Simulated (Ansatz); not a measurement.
Consider the hydrogenolysis of a C–S bond: `F/C=C(\[SiH3])SS` + H₂ → `F/C=C/[SiH3]` + `SS`.

Calculated with Ansatz (gas phase, PBE0-D4/def2-TZVP geometries, no zero-point term in ΔE). CCSD(T)/CBS adds triple-zeta CCSD(T) − MP2 to the extrapolated MP2 energy (def2 sets, frozen cores). This one scheme is used for every species. Double bonds are as drawn, so ΔE can hold a change between cis and trans. DFT in def2-TZVPP. One conformer a species, not always the lowest.

`F/C=C(\[SiH3])SS`:

Z-matrix (Å, degrees):
```
Si
C 1 1.868
H 1 1.484 2 108.0
H 1 1.483 2 111.2 3 120.6
H 1 1.485 2 108.9 3 -118.0
C 2 1.329 1 126.1 3 -139.4
S 2 1.770 1 118.7 3 47.1
F 6 1.330 2 122.3 1 0.2
H 6 1.086 2 125.2 1 -179.2
S 7 2.049 2 104.2 1 -75.4
H 10 1.347 7 98.8 2 92.3
```

H₂:

Z-matrix (Å, degrees):
```
H
H 1 0.746
```

`F/C=C/[SiH3]`:

```xyz
9

F    -1.948    0.833   -1.726
C    -0.811    0.670   -1.044
C    -0.676   -0.225   -0.081
Si    0.922   -0.411    0.835
H    -0.043    1.357   -1.386
H    -1.537   -0.847    0.152
H     0.731   -0.161    2.287
H     1.466   -1.786    0.675
H     1.897    0.571    0.290
```

`SS`:

```xyz
4

S    -0.216    0.728    0.830
S     0.093    0.158   -1.110
H    -1.050   -0.262    1.202
H     1.173   -0.624   -0.921
```

```tsv
level	ΔE (kJ/mol)
PBE0-D4	-48.9
SCS-MP2/def2-TZVPP	-52.0
CCSD/def2-TZVPP	-64.5
CCSD/CBS(def2)	-61.5
```

Problem. What does CCSD(T)/CBS give? (Best estimate.)

Solution. The calculation gave: -51.6 kJ/mol. The listed levels differ from it by 2.7, -0.4, -12.9, -9.9 kJ/mol.

Largest T1 diagnostic among the species: 0.013.

From PBE to PBE0 (25 % exact exchange), in def2-TZVPP and without D4, ΔE moves by −8.1 kJ/mol. In def2-TZVPP, CCSD(T) changes the Hartree–Fock value by +36.7 kJ/mol (the triples alone add +10.0 kJ/mol) and MP2 by +48.8 kJ/mol. The D4 term adds +20.1 kJ/mol with B3LYP and +11.2 kJ/mol with PBE0; it sums over pairs of atoms, weighted by their polarisabilities, and B3LYP, whose exchange is more repulsive, gets the larger term.

B3LYP here is the variant with VWN-RPA as its local correlation; programs differ in this.
